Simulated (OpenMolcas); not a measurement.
# 4s2 4p along the 31-electron sequence

```
Program             : OpenMolcas
Method              : SS-CASPT2, IPEA 0.25 Eh, imaginary shift 0.1 Eh
Basis               : ANO-R3
Scalar Hamiltonian  : X2C, finite nucleus
Spin-orbit coupling : RASSI with atomic mean-field integrals over the reference wave functions, term energies averaged over their components
```

Active space for each ion: 3 electrons in 4 orbitals (4s 4p); closed shells correlated by CASPT2: 3d.

Computed levels in cm-1 above 2P* 1/2:

```csv
Level,Ga,Ge+,As2+,Se3+,Br4+,Kr5+
2P* 3/2,797,1630,2610,3860,5390,7230
weight of 2P* in the lowest level (%),100,100,100,100,100,100
```

Measured, with the error of the calculation in %. Measured levels: Ga, Ge+ from NIST Handbook of Basic Atomic Spectroscopic Data; As2+, Se3+, Br4+ from Moore, Atomic Energy Levels, vol. II, NSRDS-NBS 35 (1971 reprint of NBS Circular 467, 1952); Kr5+ from Saloman, J. Phys. Chem. Ref. Data 36, 215 (2007).

```
  Level          Ga          Ge+          As2+          Se3+          Br4+          Kr5+
2P* 3/2  826 (-3.5)  1767 (-7.8)  2940 (-11.1)  4376 (-11.7)  6090 (-11.4)  8110 (-10.9)
```

The fine-structure level 2P* 3/2 changes by a factor of 9.07 from Ga to Kr5+. Its fourth root runs 5.31, 6.35, 7.15, 7.88, 8.57, 9.22, with steps per unit of Z of 1.04, 0.79, 0.73, 0.69, 0.65; equal steps would mean a (Z - σ)^4 law with constant σ.

Over all roots computed the reference weight is 0.90 to 0.96 in Ge+, 0.88 to 0.96 in As2+, 0.88 to 0.97 in Se3+, 0.88 to 0.97 in Br4+, 0.89 to 0.98 in Kr5+; the roots of lowest weight are the least certain, and an intruder state may touch them. Some high roots are left out of the spin-orbit mixing, which shifts the levels that they would mix with (holds for Ga; Ge+). Computed and measured levels are paired by configuration, term and J; levels that our copy of the source lacks, or whose pairing is in doubt (as where it misses far off the trend of its configuration), stay unpaired and out of the deviations. Levels of configurations outside the active space are missing.

* marks odd parity.
